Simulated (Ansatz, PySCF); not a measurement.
C3H9ClSi, SMILES C[C@H](Cl)C[SiH3]. Atoms are numbered in the order given.

```xyz
14

C      0.9310    -1.1681     0.9037
C      0.5964    -0.1883    -0.2095
Cl     1.9750     1.0160    -0.3616
C     -0.7106     0.5696    -0.0163
Si    -2.2802    -0.5010    -0.0132
H      0.1669    -1.9611     0.9584
H      0.9640    -0.6537     1.8766
H      1.9066    -1.6422     0.7282
H      0.5925    -0.7058    -1.1799
H     -0.6717     1.1436     0.9256
H     -0.8256     1.3093    -0.8254
H     -2.3720    -1.3428     1.2147
H     -3.4743     0.3903    -0.0719
H     -2.2845    -1.4020    -1.2042
```
Charge 0, spin multiplicity 1.

Coordinates come from a B3LYP-D3(BJ)/def2-SVP optimisation. The structure was generated by enumeration; whether it is a known compound was not checked. Other conformers were not sampled.

Two levels are set side by side: PBE-D3(BJ)/def2-SVP (Ansatz, a quantum-chemistry and plane-wave program) and B3LYP-D3(BJ)/def2-SVP (Ansatz). Each level has its own optimised geometry; the coordinates shown are those of the second. Frequencies come from the Hessian of PySCF at each geometry. Differences are taken from unrounded values.

```csv
quantity,B3LYP-D3(BJ)
mean bond length (Å),1.374
bond C1–C2 (Å),1.520
bond C2–Cl3 (Å),1.837
bond C2–C4 (Å),1.523
bond C4–Si5 (Å),1.900
bond C1–H6 (Å),1.103
bond C1–H7 (Å),1.101
bond C1–H8 (Å),1.099
bond C2–H9 (Å),1.100
bond C4–H10 (Å),1.104
bond C4–H11 (Å),1.102
bond Si5–H12 (Å),1.492
bond Si5–H13 (Å),1.491
bond Si5–H14 (Å),1.493
highest harmonic wavenumber (cm⁻¹),3141
mean harmonic wavenumber (cm⁻¹),1333
zero-point energy (kcal/mol),68.59
```

**Question.** What does PBE-D3(BJ) give, and how far is it from B3LYP-D3(BJ)? (Estimate from the structure and the level; the computed values follow.)

**Answer.** 
```tsv
quantity	PBE-D3(BJ)	PBE-D3(BJ) minus B3LYP-D3(BJ)
mean bond length (Å)	1.382	0.007
bond C1–C2 (Å)	1.522	0.002
bond C2–Cl3 (Å)	1.837	0.000
bond C2–C4 (Å)	1.525	0.002
bond C4–Si5 (Å)	1.906	0.006
bond C1–H6 (Å)	1.111	0.008
bond C1–H7 (Å)	1.109	0.008
bond C1–H8 (Å)	1.106	0.008
bond C2–H9 (Å)	1.109	0.009
bond C4–H10 (Å)	1.112	0.008
bond C4–H11 (Å)	1.110	0.008
bond Si5–H12 (Å)	1.505	0.013
bond Si5–H13 (Å)	1.504	0.013
bond Si5–H14 (Å)	1.506	0.013
highest harmonic wavenumber (cm⁻¹)	3087	-54
mean harmonic wavenumber (cm⁻¹)	1295	-38
zero-point energy (kcal/mol)	66.66	-1.93
```

GGA bonds tend to be longer and softer than those of functionals with exact exchange. Differences between two approximate levels are no errors against the true value.
